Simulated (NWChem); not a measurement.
# GeF₄; SMILES [F][Ge]([F])([F])[F]

Task: Give the equilibrium geometry at B3LYP/6-31G* (spherical d) (NWChem) as a list of bonds and angles, with the point group.

Result: point group Td; any orientation.
Bond lengths (Å): F1–Ge2 1.709, Ge2–F3 1.709, Ge2–F4 1.709, Ge2–F5 1.709. Bond angles (°): F1–Ge2–F3 109.5, F1–Ge2–F4 109.5, F1–Ge2–F5 109.5, F3–Ge2–F4 109.5, F3–Ge2–F5 109.5, F4–Ge2–F5 109.5.
